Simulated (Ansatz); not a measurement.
Molecule: Si$_{2}$H$_{2}$Cl$_{3}$, net charge 0, doublet state. SMILES: Cl[Si]([SiH2])(Cl)Cl
Coordinates optimised at B3LYP-D3(BJ)/def2-TZVP (Ansatz, an electronic-structure program):
```
Si
Cl 1 2.0540
Cl 1 2.0540 2 108.76
Cl 1 2.0585 2 107.86 3 -116.75
Si 1 2.3189 2 109.64 4 -123.41
H 5 1.4828 1 111.78 2 -176.48
H 5 1.4829 6 111.46 1 125.92
```
Charge 0, spin multiplicity 2.

Wanted: atomisation energy, in kcal/mol. Set-up: open shells spin-unrestricted; spin-orbit terms left out; dispersion terms only where a functional's name holds one; non-relativistic; atomisation electronic, to ground-state atoms; valence correlation only. CBS marks a two-point X^-3 extrapolation of the correlation energy; Hartree-Fock from the larger set. Ab initio and DFT rows: single points at B3LYP-D3(BJ) geometries (Ansatz).

```json
[
 {"species": "[SiH2][Si](Cl)(Cl)Cl", "coefficient": "-1", "E at HF/3-21G (Ansatz), Eh": "-1947.92976", "E at PBE/def2-TZVPD (Ansatz), Eh": "-1960.10162"},
 {"species": "Cl atom", "coefficient": "+3", "E at HF/3-21G (Ansatz), Eh": "-457.27655", "E at PBE/def2-TZVPD (Ansatz), Eh": "-459.95933"},
 {"species": "H atom", "coefficient": "+2", "E at HF/3-21G (Ansatz), Eh": "-0.49620", "E at PBE/def2-TZVPD (Ansatz), Eh": "-0.49962"},
 {"species": "Si atom", "coefficient": "+2", "E at HF/3-21G (Ansatz), Eh": "-287.34443", "E at PBE/def2-TZVPD (Ansatz), Eh": "-289.22297"}
]
```

Coupled cluster (Ansatz) is a level with limits of its own, used here on species with T1 under 0.025 (0.045 for open shells) and stable references: CCSD(T)/CBS(cc-pV(T+d)Z,cc-pV(Q+d)Z). Value to compare with, CCSD(T)/CBS(cc-pV(T+d)Z,cc-pV(Q+d)Z) (Ansatz): 492.9 kcal/mol. 1 Eh = 627.5095 kcal/mol.

**Question.** Work the quantity out at each level, and compare with CCSD(T)/CBS(cc-pV(T+d)Z,cc-pV(Q+d)Z) (Ansatz).

**Answer.** 
- HF/3-21G: the sum of coefficient times E is 0.41885 Eh, or 262.83 kcal/mol. Result: 262.8 kcal/mol. Its difference against CCSD(T)/CBS(cc-pV(T+d)Z,cc-pV(Q+d)Z) (Ansatz) is -230.1 kcal/mol.
- PBE/def2-TZVPD: the sum of coefficient times E is 0.77845 Eh, or 488.48 kcal/mol. Result: 488.5 kcal/mol. Its difference against CCSD(T)/CBS(cc-pV(T+d)Z,cc-pV(Q+d)Z) (Ansatz) is -4.4 kcal/mol.
